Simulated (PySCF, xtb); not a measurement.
C2H2BF3, SMILES F/C=C\B(F)F. The values are those of a single conformer.

Harmonic wavenumbers (cm⁻¹) from xtb with GFN2-xTB at its own minimum, in rising order: 48, 125, 267, 299, 418, 567, 651, 785, 794, 910, 1035, 1204, 1242, 1307, 1344, 1659, 3051, 3103.

Question: What does PBE-D3(BJ)/def2-SVP in PySCF 2.14.0 give at its own minimum? (An estimate is asked for; the answer gives what the named calculation found.)

Answer: 63, 138, 294, 317, 454, 669, 685, 795, 806, 945, 1020, 1205, 1274, 1388, 1408, 1665, 3094, 3132. Paired by order, the mean absolute difference is 32 cm⁻¹ and the zero-point energies are 26.9 and 27.7 kcal/mol.
